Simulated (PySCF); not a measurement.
**Reading a saddle point**

A first-order saddle point of ZnH$_{3}$OF, singlet, PBE0-D4/def2-TZVP, with one imaginary mode of 970i cm⁻¹:

| atom | x (Å) | y (Å) | z (Å) |
| --- | --- | --- | --- |
| Zn1 | 0.0489 | 0.1210 | 0.1655 |
| F2 | -0.2582 | -0.8040 | -1.5716 |
| O3 | -0.2818 | 0.1070 | 1.9111 |
| H4 | 0.4428 | 0.2258 | -1.5742 |
| H5 | 0.8734 | 0.9808 | -1.1286 |
| H6 | -0.8250 | -0.6304 | 2.1978 |

PySCF 2.14 with density fitting (its default auxiliary sets; JK sets also for MP2 and CCSD(T)); basis: def2-TZVPP and def2-QZVPP; cores frozen in the correlated methods. The 3s and 3p shells of Cu and Zn are frozen; filled d shells are correlated. Extrapolation: Hartree–Fock as exp(−7.88 √X), correlation as X^−2.97.

Which contacts change along the imaginary mode, and what lies on either side? (A judgement: the text doesn't fix the answer.)

Computed: The step is ZnHOF ([OH][Zn][F]) + H₂ → ZnH₂O ([OH][ZnH]) + HF, with the molecules in contact on both sides. Shortening one way: Zn1–H5, F2–H4; lengthening the same way: Zn1–F2, H4–H5.
```json
{"pair": "Zn1–H5", "one side (Å)": "2.47", "saddle (Å)": "1.76", "other side (Å)": "1.53"}
{"pair": "F2–H4", "one side (Å)": "2.84", "saddle (Å)": "1.25", "other side (Å)": "0.93"}
{"pair": "Zn1–F2", "one side (Å)": "1.74", "saddle (Å)": "1.99", "other side (Å)": "2.75"}
{"pair": "H4–H5", "one side (Å)": "0.75", "saddle (Å)": "0.98", "other side (Å)": "1.92"}
```

Which side is lower, and how far does the saddle lie above each? (An estimate is asked for; the value comes from the calculation.)

By the calculation: The side with Zn1–F2, H4–H5 short is lower by 36.6 kJ/mol; the saddle lies 105.9 kJ/mol above it and 69.4 kJ/mol above the other (CCSD(T) at an estimated basis limit (MP2 extrapolated from triple and quadruple zeta, plus CCSD(T) − MP2 in triple zeta); electronic energies).

The T1 diagnostic stays at or below 0.018.

Labels in which every atom is bracketed show which atoms are joined, not bond orders.

For scale, one of the runs: CCSD(T)/def2-TZVPP, 168 basis functions, launched by `OMP_NUM_THREADS=4 python run.py`. Time: 4.2 min of wall clock on 4 CPU threads of an Arm Neoverse V2; the host was shared. Peak host memory: 1.8 GiB.
